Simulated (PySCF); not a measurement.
## Two-component Hartree-Fock for Tc²⁶⁺ (technetium, charge +26)

Start: [Ne] 3s2 3p5; 3p1/2 filled at m_j = -1/2, +1/2; 3p3/2 filled at m_j = -1/2, +1/2, +3/2. Calculated with PySCF 2.14 in an even-tempered Gaussian basis (19 s from 3.7 bohr⁻², ratio 2.4; 14 p from 4.8 bohr⁻², ratio 2.4; 5 d from 21 bohr⁻², ratio 2.6; 4 f from 31 bohr⁻², ratio 2.6): generalised Hartree-Fock with the X2C-1e Hamiltonian and a Gaussian nucleus; one run each with spin-orbit coupling (SO) switched off, then screened by Boettger's factors.

```tsv
spinor shell	electrons	ε, spin-free (eV)	ε, screened SO (eV)	weight of nominal j (screened SO)	rms radius, screened SO (bohr)
1s1/2	2	-22365.7	-22364.1	1.000	0.0394
2s1/2	2	-4270.2	-4269.5	1.000	0.160
2p1/2	2	-3944.3	-4028.2	1.000	0.139
2p3/2	4	-3944.3	-3904.5	1.000	0.143
3s1/2	2	-1535.5	-1535.3	1.000	0.397
3p1/2	2	-1426.2	-1444.3	0.990	0.386
3p3/2	3	-1426.2	-1417.5	0.993	0.393
```

```tsv
quantity	spin-free	screened SO
E (hartree)	-3831.08522	-3831.96024
M_J	3/2	3/2
⟨J²⟩	3.751	3.751
⟨L²⟩	2.001	2.005
⟨S²⟩	0.750	0.755
```

Each row is a mean over spinors that exchange with the open shell spreads, by up to 14.502 eV (3s1/2).

Breit and QED terms are absent; they matter most for the inner s and p1/2 levels.

Densities and radii are taken from the X2C orbitals without a picture-change correction, which distorts them close to the nucleus.

Without spin-orbit coupling the j labels of p, d and f shells carry no meaning; the spin-free column gives the mean over the occupied spinors of each nl shell.
